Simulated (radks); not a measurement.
Results of a calculation; reference values are marked as such.
Task: Ionisation ladder of thulium, from Tm I to Tm XXII. Each ion is in the ground configuration listed by NIST, and IE = E(next ion) - E(this ion). Level of theory: scalar-relativistic Kohn-Sham, exchange-only LDA, spin-polarised, spherical densities, point nucleus; open shells are filled with parallel spins first (spin-orbit coupling, left out, can overturn this in heavy ions) (a radial shooting solver on a logarithmic mesh with Libxc functionals).

species            configuration  IE, Delta-SCF (eV)  <r> HOMO (bohr)
Tm I               [Xe] 4f13 6s2               5.400            0.823
Tm II              [Xe] 4f13 6s1              11.811            0.809
Tm III                 [Xe] 4f13              24.376            0.807
Tm IV                  [Xe] 4f12              43.352            0.756
Tm V                   [Xe] 4f11              78.029            0.719
Tm VI     [Kr] 4d10 4f11 5s2 5p5                   ?            0.706
Tm VII    [Kr] 4d10 4f11 5s2 5p4              108.82            0.695
Tm VIII   [Kr] 4d10 4f11 5s2 5p3              130.47            0.683
Tm IX     [Kr] 4d10 4f11 5s2 5p2              147.53            0.677
Tm X      [Kr] 4d10 4f11 5s2 5p1              164.81            0.671
Tm XI         [Kr] 4d10 4f11 5s2              182.14            0.665
Tm XII        [Kr] 4d10 4f10 5s2                   ?            0.644
Tm XIII        [Kr] 4d10 4f9 5s2              260.64            0.625
Tm XIV         [Kr] 4d10 4f9 5s1              286.57            0.615
Tm XV              [Kr] 4d10 4f9              291.53            0.611
Tm XVI             [Kr] 4d10 4f8              325.02            0.595
Tm XVII            [Kr] 4d10 4f7              369.35            0.576
Tm XVIII           [Kr] 4d10 4f6              406.21            0.563
Tm XIX             [Kr] 4d10 4f5              444.30            0.551
Tm XX              [Kr] 4d10 4f4                   ?            0.539
Tm XXI             [Kr] 4d10 4f3              524.00            0.528
Tm XXII            [Kr] 4d10 4f2                   ?            0.518

Estimate the withheld Delta-SCF values.

Result: Tm VI: 93.293 eV (NIST 98); Tm XII: 211.27 eV (NIST 239); Tm XX: 483.58 eV (NIST 496); Tm XXII: 565.55 eV (NIST 570). No tabulated value is given for the 4+ ions of Nd, Pm and Eu to Yb, where it belongs to another shell than the one emptied here.
